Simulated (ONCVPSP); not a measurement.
Configuration tests for Se (ONCV)

| Property | Result |
| --- | --- |
| Element | Se |
| Generator | ONCVPSP 4.0.1 |
| Type | optimised norm-conserving Vanderbilt (ONCV) |
| Functional | PW91 |
| Relativity | scalar-relativistic |
| Frozen core | [Ne] |
| Valence charge | 24 |
| Reference configuration | 3s2 3p6 3d10 4s2 4p4 |
| Partial waves | 3s+4s: rc 0.90 bohr, ncon 4, nbas 8, qcut 17.6 1/bohr, 3 projectors, debl 2.5 Ha; 3p+4p: rc 0.80 bohr, ncon 3, nbas 7, qcut 21 1/bohr, 2 projectors; 3d: rc 0.95 bohr, ncon 3, nbas 8, qcut 10.8 1/bohr, 2 projectors, debl 1.3 Ha |
| Local potential | polynomial inside 0.55 bohr (lpopt 5, dvloc0 4 Ha) |
| Core correction | Teter function, parameters optimised by the program |

In the d channel the program set the typed energies aside and used -1.956, 0.250 Ha.

Energies are relative to the spin-unpolarised reference configuration 3s2 3p6 3d10 4s2 4p4; without spin polarisation the order of configurations can differ from experiment.

```tsv
valence configuration	charge	ΔE all-electron (eV)	error AE − PS (meV)
3s2 3p6 3d10 4s2 4p2	+2	31.326	-1.7
3s2 3p6 3d10 4s1 4p4	+1	22.464	-1.4
```

(1) What are ΔE and the potential's error for 3s2 3p6 3d10 4s2 4p3?

(2) What are ΔE and the potential's error for 3s2 3p6 3d10 4s2 4p1?

Levels in the configuration 3s2 3p6 3d10 4s1 4p4:

```json
{"level": "3s", "all-electron (eV)": "-225.672", "pseudo (eV)": "-225.697"}
{"level": "3p", "all-electron (eV)": "-165.194", "pseudo (eV)": "-165.216"}
{"level": "3d", "all-electron (eV)": "-65.321", "pseudo (eV)": "-65.372"}
{"level": "4s", "all-electron (eV)": "-27.803", "pseudo (eV)": "-27.803"}
{"level": "4p", "all-electron (eV)": "-16.156", "pseudo (eV)": "-16.155"}
```

Answers

(1) ΔE = 10.902 eV all-electron; the error (AE − PS) is -0.3 meV.

(2) ΔE = 62.296 eV all-electron; the error (AE − PS) is -5.3 meV.
